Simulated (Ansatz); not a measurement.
Abridged output of a molecular run in Ansatz:

```
Functional definition: HF
1694 factors; integrals over basis functions are off by at most 1.1e-3 eV
mean field evaluation 1: about -12574.6485 eV, gradient 3.8e1 eV
mean field evaluation 2: about -12574.9102 eV, gradient 3.8e1 eV
mean field evaluation 4: about -12579.1303 eV, gradient 4.9e0 eV
mean field evaluation 8: about -12579.2248 eV, gradient 3.9e-1 eV
mean field -12579.22594265 eV, -462.2780268868 hartree, gradient 1.9e-6 eV, S^2 0.000000; 0 other end points of the search recorded, 0 dependent functions left out
9 core orbitals not correlated: weight in the atoms' cores, before any rotation towards them, 1.000 or more for the frozen orbitals, at most 0.000 for the correlated occupied ones
reference -12579.22594265 eV, -462.2780268868 hartree; 15, 15 occupied and 268, 268 virtual orbitals, 1694 factors
second order -22.90452598 eV of doubles, -0.00000000 eV of singles
cycle   1  -23.62901280 eV  change   -7.2e-1 eV  update   1.1e-1
cycle   2  -24.28128630 eV  change   -6.5e-1 eV  update   3.3e-2
cycle   3  -24.40468747 eV  change   -1.2e-1 eV  update   1.5e-2
cycle   4  -24.39722768 eV  change    7.5e-3 eV  update   3.9e-3
cycle   5  -24.39787686 eV  change   -6.5e-4 eV  update   1.6e-3
cycle   6  -24.39792402 eV  change   -4.7e-5 eV  update   4.3e-4
cycle   7  -24.39775506 eV  change    1.7e-4 eV  update   1.6e-4
cycle   8  -24.39776191 eV  change   -6.9e-6 eV  update   6.1e-5
cycle   9  -24.39776682 eV  change   -4.9e-6 eV  update   2.4e-5
perturbative correction -1.02470292 eV, -0.0376571379 hartree
Total energy: -12604.64841239 eV, -463.2122854178 hartree
```

Its atoms:

```xyz
14

C    -0.987   -0.720   -1.186
C     0.244    0.173   -1.072
C     0.413    0.759    0.303
N     0.500    2.000    0.564
Si    0.485   -0.388    1.818
H    -0.935   -1.563   -0.493
H    -1.899   -0.162   -0.964
H    -1.076   -1.129   -2.194
H     0.198    0.988   -1.804
H     1.138   -0.418   -1.305
H     0.433    2.561   -0.293
H     1.188   -1.652    1.460
H    -0.895   -0.746    2.243
H     1.193    0.296    2.923
```

Which basis set was used?
A. def2-SVP
B. def2-SVPD
C. def2-TZVPP
D. def2-TZVPPD

C. It gives 292 functions.

Write the keys of the input that set method, charge and spin (a neutral closed shell needs none for the last two).


```yaml
correlation: {method: ccsd_t}
```
